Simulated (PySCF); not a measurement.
Cartesian coordinates (Å):
```xyz
17

Zr    -0.1584     0.0684     0.5921
O     -0.3185     0.7329     2.3857
C     -0.4695     1.1394     3.7078
H     -1.5200     1.0379     4.0349
H     -0.1756     2.1977     3.8225
H      0.1618     0.5332     4.3821
O     -1.8945    -0.3973    -0.0805
C     -3.1574    -0.7903    -0.5125
H     -3.9225    -0.5738     0.2546
H     -3.1819    -1.8737    -0.7281
H     -3.4351    -0.2509    -1.4353
O      0.9744    -1.4808     0.5767
C      1.7389    -2.6427     0.6159
H      2.1362    -2.8201     1.6315
H      2.5944    -2.5657    -0.0783
H      1.1373    -3.5217     0.3224
Br     0.8646     1.8793    -0.8935
```
Charge 0, spin multiplicity 1.

Problem. Predict the LUMO, HOMO–LUMO gap, HOMO, dipole moment, charge on the central atom (Mulliken) and total energy from PySCF with TPSSh-D3(BJ)/def2-TZVP // r2SCAN-D4/def2-SVP.

Solution. 
```
Property                                      Result
-------------------------------------  -------------
LUMO                                        -0.64 eV
HOMO–LUMO gap                                6.44 eV
HOMO                                        -7.08 eV
dipole moment                                 3.93 D
charge on the central atom (Mulliken)         1.67 e
total energy                           -2966.9534 Ha
```
